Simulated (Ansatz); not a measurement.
`C[CH2][Al]([Cl])[Cl]` + HCl → aluminium trichloride + ethane at 298.15 K and 1 bar (ligand exchange at the Al–C bond).

Isolated molecules relaxed with PBE0-D4/def2-TZVP in Ansatz; ΔE leaves out vibrations. CCSD(T)/CBS adds triple-zeta CCSD(T) − MP2 to the extrapolated MP2 energy (def2 sets, frozen cores). This one scheme is used for every species. One conformer a species, not always the lowest.

```tsv
species	CCSD(T)/CBS energy (Eh)	H − E (kJ/mol)	S (J/(mol·K))
`C[CH2][Al]([Cl])[Cl]`	-1240.84163	201.0	377.2
HCl	-460.38127	26.6	186.8
`[Cl][Al]([Cl])[Cl]`	-1621.56364	29.2	313.6
`CC`	-79.71954	207.7	227.7
```

H − E and S are ideal-gas, rigid-rotor, harmonic terms from PBE0-D4/def2-TZVP, for one conformer and one mirror image of each species. 1 Eh = 2625.50 kJ/mol, R = 8.31446 J/(mol·K).

Q: By hand: ΔE, ΔH, ΔS and ΔG.

A: ΔE = (-1621.56364) + (-79.71954) − (-1240.84163) − (-460.38127) = -0.06028 Eh = -158.3 kJ/mol. Δ(H − E) = 29.2 + 207.7 − 201.0 − 26.6 = 9.3, so ΔH = -149.0 kJ/mol. ΔS = 313.6 + 227.7 − 377.2 − 186.8 = -22.7 J/(mol·K). ΔG = -149.0 − 298.15 × (-22.7)/1000 = -142.2 kJ/mol.

Q: By hand: the equilibrium constant, and the temperature at which ΔG would vanish if ΔH and ΔS stayed fixed.

A: log₁₀ K = −ΔG/(RT ln 10) = 24.9. ΔG = 0 at ΔH/ΔS = 6564 K, far beyond where these terms or the molecules hold.

ΔH outweighs TΔS. A doubt of 5 kJ/mol in ΔE shifts log₁₀ K by 0.9 here. Other conformers and mirror images would add mixing entropy, several J/(mol·K) or more a flexible species. Modes under 60 cm⁻¹, often nearly free rotors, make the harmonic entropy too high. These are equilibria of isolated gas molecules and say nothing of rates. Largest T1 diagnostic: 0.009 (customary marks: 0.02 for closed shells, 0.045 for open ones).
